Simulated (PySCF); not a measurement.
Core-level binding energies of `C=CP(=[Se])(C=C)CP`

C5H10P2Se.
Structure used (PBE0-D3(BJ)/def2-SVP), in Å, numbered top down from 1:
```xyz
18
C5H10P2Se angstrom
C     -2.1423   -1.7578    0.1656
C     -0.8428   -1.6957    0.4625
P      0.1190   -0.1658    0.5355
Se     0.7199    0.3442    2.4835
C     -0.8806    1.0748   -0.3297
C     -1.2622    2.2022    0.2697
C      1.5083   -0.4879   -0.6167
P      2.5481    1.0389   -0.9224
H     -2.6833   -2.7081    0.1977
H     -2.7178   -0.8659   -0.1007
H     -0.2869   -2.5922    0.7611
H     -1.1326    0.8636   -1.3761
H     -1.8471    2.9606   -0.2588
H     -0.9821    2.3899    1.3135
H      2.0902   -1.3125   -0.1781
H      1.0789   -0.8273   -1.5743
H      3.7426    0.3344   -1.2672
H      2.9342    1.2230    0.4396
```

Method used: PySCF, delta-SCF UKS SCAN, pcX-2 on the ionised atom, pcseg-1 elsewhere, spin-free X2C. These are vertical core ionisation energies against the vacuum level, from separate self-consistent calculations with and without the core hole.

Q: Give the core binding energies atom by atom.

A: 
```csv
atom(s),environment,level,binding energy (eV),2p1/2 (eV),above the level's lowest (eV),count
P8,phosphine phosphorus,P 2p3/2,136.42,137.32,0.00,1
P3,phosphorus bonded to 3 C and Se,P 2p3/2,137.61,138.50,+1.19,1
C1/C6,terminal =CH2 carbon,C 1s,290.45,–,0.00,2
C2/C5,alkene CH carbon,C 1s,290.61,–,+0.16,2
C7,sp3 carbon bound to phosphorus,C 1s,290.65,–,+0.20,1
P8,phosphine phosphorus,P 1s,2150.01,–,0.00,1
P3,phosphorus bonded to 3 C and Se,P 1s,2151.46,–,+1.45,1
```

The 3 C 1s values lie within 0.20 eV of each other; Gaussian lines of 0.5 eV full width would blend them into one maximum.

The listed P 1s values span 1.45 eV, from P8 (bonded to C and 2 H) to P3 (bonded to Se (double bond) and 3 C).

Lowest listed P 2p3/2: P8, bonded to C and 2 H. Highest, 1.19 eV above it: P3, bonded to Se (double bond) and 3 C. Summing the Pauling electronegativity differences to the bonded atoms, each weighted by its formal bond order, gives +0.38 for the lowest site and +1.80 for the highest.

Q: What is the longest wavelength that can ionise P 2p3/2 of P3 vertically?

A: λ = hc/E = 12398.42 eV Å / 137.61 eV = 90.098 Å.

Topologically equivalent atoms share the value of their first member; where this conformer doesn't relate them by symmetry, their own values could differ. The unrestricted hole states depart most from a pure doublet (⟨S²⟩ = 0.75; over 0.85 named) for C 1s of C2/C5 (0.85), which makes this value less certain. The 2p values aren't plain energy differences: one relaxed spin-free 2p hole is combined with a matrix within the shell (ground-state 2p orbital-energy differences and spin–orbit coupling). 2p3/2, the mean of its two sublevels, lies a third of the splitting below the shell's mean and 2p1/2 two thirds above it; the statistical areas are 2:1. 2p1/2 minus 2p3/2 (ligand field included): P 0.89 eV (mean over sites). No level of selenium is listed. Geometry: PBE0-D3(BJ)/def2-SVP, one conformer, isolated molecule.

Hardware: one thread of an AMD EPYC 7R43, no GPU, shared host with 256 logical CPUs at a one-minute load of 69. Cost: 2.5 min wall, 0.73 GiB resident at most.
